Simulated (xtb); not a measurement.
xtb input (GFN2-xTB):

```bash
xtb mol.xyz --gfn 2 --ohess tight --chrg -1 --uhf 0
```
mol.xyz:
```
4

B     -0.11621968    -0.02905683     0.00355866
Cl     0.38066725     1.76053474     0.07259193
Cl     1.14404737    -1.29686754    -0.53127023
O     -1.45309093    -0.44181117     0.45590342
```

End of the output:

```
   ------------------------------------------------------------------------
    298.15    0.555110E-02    0.136845E-01    0.334790E-01   -0.197945E-01
   ------------------------------------------------------------------------

         :::::::::::::::::::::::::::::::::::::::::::::::::::::
         ::                  THERMODYNAMIC                  ::
         :::::::::::::::::::::::::::::::::::::::::::::::::::::
         :: total free energy         -14.786463564930 Eh   ::
         ::.................................................::
         :: total energy              -14.766669020571 Eh   ::
         :: zero point energy           0.008133374727 Eh   ::
         :: G(RRHO) w/o ZPVE           -0.027927919086 Eh   ::
         :: G(RRHO) contrib.           -0.019794544359 Eh   ::
         :::::::::::::::::::::::::::::::::::::::::::::::::::::

optimized geometry written to: xtbopt.xyz

           -------------------------------------------------
          | TOTAL ENERGY              -14.766669020571 Eh   |
          | TOTAL ENTHALPY            -14.752984540895 Eh   |
          | TOTAL FREE ENERGY         -14.786463564930 Eh   |
          | GRADIENT NORM               0.000223693895 Eh/α |
          | HOMO-LUMO GAP               6.822408402819 eV   |
           -------------------------------------------------

------------------------------------------------------------------------
------------------------------------------------------------------------
 total:
 SCF:
 ANC optimizer:
 analytical hessian:
```

It need not be the lowest isomer of its formula. Whether it binds its extra electron was not tested at this geometry.
